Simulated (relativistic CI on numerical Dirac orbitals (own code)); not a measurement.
d4 in a ligand field

Computed with a parametric ligand-field model of a d^n configuration (Racah B and C, spin-orbit zeta, crystal field), exact diagonalisation.

Field parameters in Wybourne normalisation: Oh B⁴₀ = 21Dq, B⁴₄ = √(5/14) B⁴₀. The field is a parameter set, without covalency.

Question: A d4 ion in Oh symmetry has the ground term 3T1 and bands at 1T2 4286 cm⁻¹ (2333 nm), 1E 4508 cm⁻¹ (2218 nm), 1A1 10480 cm⁻¹ (954 nm), 3E 37025 cm⁻¹ (270 nm), 3T1 37373 cm⁻¹ (268 nm), 3T2 37757 cm⁻¹ (265 nm), 3A1 38170 cm⁻¹ (262 nm). Which parameters reproduce them?

Answer: B = 300, C = 1380, ζ = 0 cm⁻¹, Oh, 10Dq = 38500 cm⁻¹.

Question: Ground term and bands for B = 310, C = 1320, ζ = 0 cm⁻¹, Oh, 10Dq = 33950 cm⁻¹?

Answer: Ground term 3T1 with 0.00 electrons in the two orbitals of the cubic e set. Spin-allowed: 3E 32542 cm⁻¹ (307 nm), 3T1 32869 cm⁻¹ (304 nm), 3T2 33254 cm⁻¹ (301 nm), 3A1 33728 cm⁻¹ (296 nm). Lowest spin-forbidden: 1T2 4178 cm⁻¹ (2394 nm), 1E 4437 cm⁻¹ (2254 nm), 1A1 10177 cm⁻¹ (983 nm).

Question: A d4 ion in Oh symmetry has the ground term 3T1 and bands at 1T2 9762 cm⁻¹ (1024 nm), 1E 10622 cm⁻¹ (941 nm), 5E 15593 cm⁻¹ (641 nm), 3E 32738 cm⁻¹ (305 nm), 3T1 33611 cm⁻¹ (298 nm), 3T2 34470 cm⁻¹ (290 nm), 3A1 35453 cm⁻¹ (282 nm). Which parameters reproduce them?

Answer: B = 700, C = 3390, ζ = 0 cm⁻¹, Oh, 10Dq = 35950 cm⁻¹.

Question: Ground term and bands for B = 400, C = 1720, ζ = 0 cm⁻¹, Oh, 10Dq = 18500 cm⁻¹?

Answer: Ground term 3T1 with 0.02 electrons in the two orbitals of the cubic e set. Spin-allowed: 3E 16869 cm⁻¹ (593 nm), 3T1 17301 cm⁻¹ (578 nm), 3T2 17770 cm⁻¹ (563 nm), 3A1 18424 cm⁻¹ (543 nm). Lowest spin-forbidden: 1T2 5090 cm⁻¹ (1965 nm), 1E 5615 cm⁻¹ (1781 nm), 5E 7944 cm⁻¹ (1259 nm).

Question: Ground term and bands for B = 590, C = 2110, ζ = 0 cm⁻¹, Oh, 10Dq = 32950 cm⁻¹?

Answer: Ground term 3T1 with 0.01 electrons in the two orbitals of the cubic e set. Spin-allowed: 3E 30820 cm⁻¹ (324 nm), 3T1 31310 cm⁻¹ (319 nm), 3T2 31978 cm⁻¹ (313 nm), 3A1 33104 cm⁻¹ (302 nm). Lowest spin-forbidden: 1T2 6755 cm⁻¹ (1480 nm), 1E 7503 cm⁻¹ (1333 nm), 1A1 15789 cm⁻¹ (633 nm).
